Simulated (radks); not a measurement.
Results of a calculation; reference values are marked as such.
Spherical jellium clusters: N electrons in a uniform positive sphere of charge N and radius rs N^(1/3), rs = 2.97 bohr. Level of theory: non-relativistic Kohn-Sham, LDA (Slater exchange, Perdew-Wang correlation), spin-polarised, spherical densities (a radial shooting solver with Libxc functionals). Levels are named by radial order and angular momentum (1s, 1p, 1d, 2s, ...), and open shells are averaged over m.

N = 26, configuration 1s2 1p6 1d10 2s2 1f(up 6, down 0). This is the lowest configuration that the search found. Occupied and some empty levels:

level,occupation,eigenvalue (eV),<r> (bohr)
1s up,1,-7.7221,5.337
1s down,1,-7.4495,5.082
1p up,3,-6.4860,6.375
1p down,3,-6.0880,6.249
1d up,5,-4.9538,7.123
1d down,5,-4.4941,7.088
2s up,1,-4.2823,5.980
2s down,1,-4.0254,6.127
1f up,6,-3.1922,7.805
1f down,0,-2.7172,7.856
2p up,0,-2.3679,7.478
2p down,0,-2.1238,7.612
1g up,0,-1.2864,8.597
1g down,0,-0.84187,8.795
2d up,0,-0.75858,9.945
2d down,0,-0.55834,10.43

Energy (eV): total -40.7539, kinetic 78.709, external -2456.0, Hartree 1204.4, exchange-correlation -122.22, background 1254.4.

Electron density:

r (bohr),n(r) (e/bohr^3)
0.287,0.01199
1.37,0.01075
2.45,0.008961
3.53,0.008219
4.61,0.008986
5.69,0.009979
6.77,0.009235
7.85,0.006280
8.93,0.002992
10.0,0.001094
11.1,0.0003484
12.2,0.0001031
13.2,0.00002932
14.3,8.186e-06
